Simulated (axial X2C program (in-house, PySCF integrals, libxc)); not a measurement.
GeF⁺: cheaper levels and CCSD(T), two-component

All values were computed with an in-house all-electron X2C program for linear molecules (integrals from PySCF). Two-component (2c) means X2C with spin–orbit coupling and atomic mean-field two-electron Coulomb and Gaunt terms. Basis: Ge dyall-cv3z [9s9p7d4f1g], F dyall-av3z [7s6p3d2f] (cores contracted in-house); Gaussian nuclei, density fitting, unrestricted open shells. Masses: Ge 73.921 u, F 18.998 u.

State: Ω = 0 (closed shell); fragments Ge+ + F.

| level | Re (Å) | ωe (cm⁻¹) | De (eV) |
| --- | --- | --- | --- |
| PBE0 | 1.672 | 804.6 | n/a |
| HF | 1.647 | 862.6 | n/a |
| MP2 | 1.679 | 804.3 | 5.90 |
| CCSD | 1.671 | 820.4 | 5.38 |
| M06 | 1.675 | 797.8 | n/a |

Correlated methods: 10 electrons correlated (number of frozen shells: Ge 3 s, 2 p, 1 d; F 1 s), 234 virtual spin orbitals or spinors in MP2, 90 natural virtuals in coupled cluster.

CCSD(T), same Hamiltonian and basis:

Re = 1.677 Å, ωe = 804.7 cm⁻¹, De = 5.55 eV; T1 = 0.019 (Lee–Taylor normalisation).

(1) Give the differences from CCSD(T) in the columns below.

Occupations by symmetry block were frozen at the best pattern of an incomplete PBE0 search. The closed shell is kept restricted, so the energy runs too high when the bond is stretched far. Dissociation energies refer to the lowest single-determinant-based atoms at the same level and basis. De is not given where an atomic determinant may have missed its ground term or J level, or where the truncated virtual space spoils (T). Coupled cluster ran in a truncated set of natural virtual spinors; the MP2 energy of the rest was added. (T) has no such correction and the atoms are truncated less, which lowers De at CCSD(T) by a hundredth of an eV or more. The functionals have no current-density term, which raises determinants with orbital currents, atoms included. With the outer-core shells frozen, correlated bond lengths of heavy atoms tend to come out a few hundredths of an ångström too long.

Answers

(1) 

| level | ΔRe (Å) | Δωe (cm⁻¹) | ΔDe (eV) |
| --- | --- | --- | --- |
| PBE0 | -0.005 | 0 | n/a |
| HF | -0.030 | 58 | n/a |
| MP2 | 0.002 | 0 | 0.35 |
| CCSD | -0.006 | 16 | -0.17 |
| M06 | -0.002 | -7 | n/a |
